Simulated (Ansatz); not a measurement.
Isolated molecules relaxed with PBE0-D4/def2-TZVP in Ansatz; ΔE leaves out vibrations. CCSD(T)/CBS adds triple-zeta CCSD(T) − MP2 to the extrapolated MP2 energy (def2 sets, frozen cores). This one scheme is used for every species. Elements past krypton have def2 core potentials. For Te outer-core shells are correlated without core-valence functions, which leaves a few kJ/mol of doubt a bond. Each species was taken in one conformer, which may not be the lowest.

`CCC[TeH]` + H₂ → H₂Te + propane  (hydrogenolysis of a Te–C bond)

```
   species  CCSD(T)/CBS(def2) energy (Eh)
`CCC[TeH]`                     -386.69614
        H₂                       -1.17544
      H₂Te                     -268.91024
     `CCC`                     -118.98051
```

**Question.** Work out ΔE.

**Answer.** ΔE = (-268.91024) + (-118.98051) − (-386.69614) − (-1.17544) = -0.01917 Eh = -0.52 eV.

Largest T1 diagnostic among the species: 0.010.

The D4 term adds +0.13 eV with B3LYP and +0.07 eV with PBE0; it sums over pairs of atoms, weighted by their polarisabilities, and B3LYP, whose exchange is more repulsive, gets the larger term. From PBE to PBE0 (25 % exact exchange), in def2-TZVPP and without D4, ΔE moves by −0.05 eV. In def2-TZVPP, CCSD(T) changes the Hartree–Fock value by +0.31 eV (the triples alone add +0.07 eV) and MP2 by +0.42 eV.

B3LYP here is the variant with VWN-RPA as its local correlation; programs differ in this.
